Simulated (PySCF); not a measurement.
Computed shifts of a molecule C₂H₇F₂NSi, PBE0/pcSseg-1 (PySCF), GIAO, gas phase, equivalent atoms averaged, in ppm (number of nuclei): ¹⁵N: 6.4 (1). ²⁹Si: -36.1 (1). ¹³C: 123.4 (1), 30.5 (1). ¹⁹F: -128.2 (2). ¹H: 6.37 (1), 5.20 (2), 1.36 (2), 0.28 (2). References: ¹⁵N against NH3 (σ = 267.4 ppm); ²⁹Si against TMS (σ = 352.7 ppm); ¹³C against TMS (σ = 186.3 ppm); ¹⁹F against CFCl3 (σ = 167.2 ppm); ¹H against TMS (σ = 31.56 ppm), references at their B3LYP-D3(BJ)/def2-TZVP geometries, non-relativistic. Geometry optimised at B3LYP-D3(BJ)/def2-SVP. The values are those of a single conformer.

Question: Which structure fits?
A. N[SiH2]CC(F)F
B. C[Si@H](N)C(F)F
C. C[C@@H](F)[Si@@H](N)F
D. NC[Si@@H](F)CF

Answer: A, N[SiH2]CC(F)F
